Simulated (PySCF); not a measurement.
BrGeHS, SMILES [SH][Ge][Br] (connectivity only; charge and spin as stated), neutral, multiplicity 1. Heavy atoms are numbered as in [Ge:1]([Br:2])[SH:3]. Hydrogens are named by the atom that carries them.

Coordinates come from a r2SCAN-D4/def2-SVP optimisation. The values are those of a single conformer.

Method: KT2/pcSseg-2 (PySCF).

GIAO shieldings, no solvent; atoms alike by connectivity are averaged. δ = σ(ref) − σ: ⁷³Ge against GeH4 (σ = 1672.1 ppm); ³³S against H2S (σ = 720.7 ppm); ¹H against TMS (σ = 31.47 ppm), references at their B3LYP-D3(BJ)/def2-TZVP geometries, non-relativistic (without spin–orbit terms, shifts of atoms bonded to Cl or Br come out too high).

```csv
atoms,nucleus,count,δ (ppm)
Ge1,⁷³Ge,1,(withheld)
S3 (SH),³³S,1,517.5
H on S3,¹H,1,6.07
```

**Question.** Some entries are withheld; supply them. (Estimate from the structure and the level; the computed values follow.)

**Answer.** 
- Ge1, δ (ppm): 1136.8
